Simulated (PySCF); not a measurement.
Exercise with solution: chemical shift, span and skew from a shielding tensor

Si(Cl)(Br)(OH)(OMe) (CH4BrClO2Si), SMILES CO[Si](O)(Cl)Br. Atoms are numbered in the order given.

```xyz
10

C     -2.3699    -0.0847    -1.4087
O     -1.2890     0.7569    -1.0442
Si     0.1804     0.2687    -0.5335
O      0.9095    -0.5852    -1.7355
Cl     1.2436     1.9504    -0.0368
Br    -0.0041    -1.0239     1.2812
H     -2.1050    -0.7247    -2.2670
H     -2.6751    -0.7283    -0.5658
H     -3.2186     0.5548    -1.6904
H      1.7310    -1.0494    -1.5337
```
Charge 0, spin multiplicity 1.

Coordinates come from a B3LYP-D3(BJ)/def2-SVP optimisation. One conformer was computed; it need not be the lowest.

GIAO shieldings from B3LYP/pcSseg-1 (PySCF), non-relativistic, no solvent. The symmetric part of the tensor of C1 has the principal values 97.0, 98.1, 178.3 ppm. The same nucleus in TMS has σ = 181.3 ppm at this level (PySCF, at its B3LYP-D3(BJ)/def2-TZVP geometry). Without spin–orbit terms, shifts of atoms bonded to Cl or Br come out too high.

Q: Work out the isotropic shielding, the ¹³C shift against TMS, the span and the skew.

A: 
σ(iso) = (σ11 + σ22 + σ33)/3 = 124.5 ppm. δ = σ(ref) − σ(iso) = 181.3 − (124.5) = 56.8 ppm.
Span Ω = σ33 − σ11 = 81.3 ppm. Skew κ = 3(σ(iso) − σ22)/Ω = 0.97, an axial tensor. Tumbling in solution averages the tensor to δ; in a static solid the shielding alone would spread this spin-1/2 line over Ω.
